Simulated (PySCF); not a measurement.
Which determinant of MgBe lies lowest?

Unrestricted PBE0; PySCF, no relativity, basis sets Mg def2-TZVP, Be def2-TZVP. Outer shells of the fragments: Mg 3s2; Be 2s2.

Followed along the bond (rough minima from three points):

| 2Ms+1 | unpaired | ⟨S²⟩ at the start | R at minimum (Å) | Te (eV) |
| --- | --- | --- | --- | --- |
| 1 | none | 0.00 | 3.07 | 0.00 |
| 3 | σ ↑, π ↑ | 2.04 | 2.40 | 1.05 |
| 3 | σ ↑↑ | 2.00 | 2.59 | 1.10 |
| 1 | σ ↑, π ↓ | 1.05 | 2.38 | 1.34 |

Solutions found at the starting distance of 2.315 Å, counted from the lowest of them; the search is not exhaustive and high or unbound solutions are not listed, so other states can lie among these:

```tsv
2Ms+1	unpaired	term	E (eV)	⟨S²⟩	⟨Lz²⟩	μ (D)
1	none	¹Σ⁺	0.00	0.00	0.00	-0.63
3	σ ↑, π ↑	³Π	0.56	2.04	1.01	-1.67
3	σ ↑↑	³Σ⁺	0.76	2.00	0.00	-0.58
1	σ ↑, π ↓	mixed	0.84	1.05	1.01	-1.65
3	π ↑↑	³Σ⁻	2.31	2.12	0.00	-2.84
1	π ↑↓	mixed	2.50	1.01	2.02	-2.64
1	none	mixed	3.05	0.30	2.00	-1.83
3	π ↑↑	mixed	4.09	2.03	2.01	0.33
```

A term symbol is given only where ⟨S²⟩ and ⟨Lz²⟩ are close to those of a pure state; real π, δ and φ orbitals otherwise mix terms. A positive dipole means Mg(−)Be(+).

Compare the gap between the two lowest followed solutions at the starting distance with the gap between their minima.

At PBE0 the second solution (triplet, unpaired electrons σ ↑, π ↑) lies +0.56 eV from the first (singlet, closed shell) at 2.315 Å and +1.05 eV at the minima; the two curves relax by different amounts, since their minima lie near 2.40 and 3.07 Å.

Counting both spins, an empty level lies below a filled one in some of these solutions, because spin and occupation are held.
